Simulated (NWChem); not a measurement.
System: ZrN₂H₄O; SMILES [NH]=[Zr]([OH])[NH2]

NWChem input:

```
start job
memory heap 200 mb stack 900 mb global 1100 mb
geometry units angstroms
  Zr    -0.273678    -0.070261    -0.037902
  N      0.697522    -0.988961    -1.392402
  H      1.484222    -0.500561    -1.882702
  O      0.037322     1.805739    -0.148702
  H     -0.268578     2.446039     0.510798
  N      0.756122    -0.653561     1.661998
  H      1.443422     0.079639     1.913398
  H      1.317522    -1.504161     1.502798
end
basis spherical
  * library def2-svp
end
ecp
  Zr library def2-ecp
end
dft
  xc pbe0
  iterations 150
end
driver
  maxiter 120
end
task dft optimize
dft
  grid fine
  convergence energy 1d-8 density 1d-7
end
task dft freq numerical
```

def2 effective core potentials on Zr; no spin-orbit coupling.

The level has its own optimisation; frequencies are unscaled. Brackets give each atom's bonded neighbours.

### Question
Predict the main results of this run. (PBE0/def2-SVP with def2 effective core potentials on Zr.) Quantities: r N–Zr [N(HZr)–Zr(NNO)] (Å); r O–Zr (Å); r N–Zr [N(HHZr)–Zr(NNO)] (Å); r H–N [H(N)–N(HZr)] (Å); highest harmonic frequency (cm⁻¹); lowest (cm⁻¹); zero-point energy (kcal/mol).

### Answer
```json
{
 "r N–Zr [N(HZr)–Zr(NNO)] (Å)": "1.821",
 "r O–Zr (Å)": "1.967",
 "r N–Zr [N(HHZr)–Zr(NNO)] (Å)": "2.055",
 "r H–N [H(N)–N(HZr)] (Å)": "1.016",
 "highest harmonic frequency (cm⁻¹)": "3984",
 "lowest (cm⁻¹)": "89",
 "zero-point energy (kcal/mol)": "32.2"
}
```
